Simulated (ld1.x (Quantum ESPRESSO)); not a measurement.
# Scattering properties, TM potential for cerium (Ce)

```json
{"Element": "Ce", "Generator": "ld1.x (Quantum ESPRESSO) 7.5", "Type": "norm-conserving Troullier–Martins (Kleinman–Bylander form)", "Functional": "PBEsol", "Relativity": "scalar-relativistic", "Frozen core": "[Xe]", "Valence charge": "4", "Reference configuration": "4f1 5d1 6s1.5 6p0 (charge +0.5)", "Partial waves": "6p (bound, empty): rc 3.55 bohr; 5d (bound): rc 3.10 bohr; 4f (bound): rc 1.05 bohr; 6s (bound): rc 3.55 bohr", "Local potential": "the s channel", "Core correction": "Bessel-smoothed model core, default radius (core density twice the valence density)"}
```

The phase is arctan(r·u′/u) with u = r·R(r), unwrapped; energies in Ry, scanned from -3 to 5 Ry. A pole is an energy at which the radial function vanishes at the test radius. The pseudo phase is shifted by a multiple of π to meet the all-electron one at the reference energy, and phase errors are pseudo minus all-electron; the curves can meet again beyond the range given. Levels narrower than the energy grid can be missing from the lists of poles.

| channel | radius (bohr) | reference energy (Ry) | poles, all-electron | poles, pseudo | unbroken range about the reference energy with phases within 0.05 rad | phase error 1 Ry above the reference energy (rad) |
| --- | --- | --- | --- | --- | --- | --- |
| s | 3.84 | -0.45 | 0.67 | 0.56, 3.00 | below 1.0 | -0.022 |
| p | 3.84 | -0.24 | -1.88, 1.45 | 1.09 | -1.6 to 0.0 | -0.062 |
| d | 3.84 | -0.42 | -0.14, 2.92 | -0.13, 3.92 | below 0.5 | +0.071 |
| f | 3.84 | -0.61 | -0.59, 1.72 | -0.59, 3.00 | -0.6 to -0.1 | +0.298 |

Phases in the p channel:

```json
{"E (Ry)": "-3.00", "all-electron": "1.397", "pseudo": "-1.736"}
{"E (Ry)": "-2.52", "all-electron": "1.369", "pseudo": "-1.753"}
{"E (Ry)": "-2.04", "all-electron": "1.231", "pseudo": "-1.778"}
{"E (Ry)": "-1.56", "all-electron": "-1.776", "pseudo": "-1.815"}
{"E (Ry)": "-1.08", "all-electron": "-1.861", "pseudo": "-1.879"}
{"E (Ry)": "-0.60", "all-electron": "-2.020", "pseudo": "-2.029"}
{"E (Ry)": "-0.12", "all-electron": "-2.704", "pseudo": "-2.710"}
{"E (Ry)": "0.36", "all-electron": "-4.249", "pseudo": "-4.318"}
{"E (Ry)": "0.84", "all-electron": "-4.577", "pseudo": "-4.640"}
{"E (Ry)": "1.32", "all-electron": "-4.691", "pseudo": "-4.766"}
{"E (Ry)": "1.80", "all-electron": "-4.763", "pseudo": "-4.873"}
{"E (Ry)": "2.28", "all-electron": "-4.832", "pseudo": "-5.050"}
{"E (Ry)": "2.76", "all-electron": "-4.939", "pseudo": "-5.701"}
{"E (Ry)": "3.24", "all-electron": "-5.262", "pseudo": "-7.218"}
{"E (Ry)": "3.72", "all-electron": "-7.009", "pseudo": "-7.578"}
{"E (Ry)": "4.20", "all-electron": "-7.596", "pseudo": "-7.693"}
{"E (Ry)": "4.68", "all-electron": "-7.726", "pseudo": "-7.751"}
```
